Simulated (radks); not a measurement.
Spherical jellium clusters: N electrons in a uniform positive sphere of charge N and radius rs N^(1/3), rs = 2.38 bohr. Calculated with a radial shooting solver with Libxc functionals: non-relativistic Kohn-Sham, PBEsol, spin-polarised, spherical densities. Levels are named by radial order and angular momentum (1s, 1p, 1d, 2s, ...), and open shells are averaged over m.

N = 23, configuration 1s2 1p6 1d10 2s2 1f(up 3, down 0). This is the lowest configuration that the search found. Occupied and some empty levels:

| level | occupation | eigenvalue (eV) | <r> (bohr) |
|---|---|---|---|
| 1s up | 1 | -10.052 | 4.125 |
| 1s down | 1 | -9.9166 | 4.012 |
| 1p up | 3 | -7.9822 | 5.007 |
| 1p down | 3 | -7.7300 | 4.922 |
| 1d up | 5 | -5.4994 | 5.694 |
| 1d down | 5 | -5.1630 | 5.638 |
| 2s up | 1 | -4.6340 | 5.068 |
| 2s down | 1 | -4.4000 | 5.085 |
| 1f up | 3 | -2.7521 | 6.404 |
| 1f down | 0 | -2.3654 | 6.391 |
| 2p up | 0 | -1.9798 | 6.787 |
| 2p down | 0 | -1.7362 | 6.842 |

Energy (eV): total -21.6215, kinetic 101.05, external -2469.4, Hartree 1198.4, exchange-correlation -127.72, background 1276.1.

Electron density:

| r (bohr) | n(r) (e/bohr^3) |
|---|---|
| 0.227 | 0.02262 |
| 1.08 | 0.02060 |
| 1.93 | 0.01778 |
| 2.79 | 0.01668 |
| 3.64 | 0.01766 |
| 4.50 | 0.01827 |
| 5.35 | 0.01574 |
| 6.20 | 0.01029 |
| 7.06 | 0.005027 |
| 7.91 | 0.002012 |
| 8.77 | 0.0007259 |
| 9.62 | 0.0002509 |
| 10.5 | 0.00008659 |
| 11.3 | 0.00002979 |
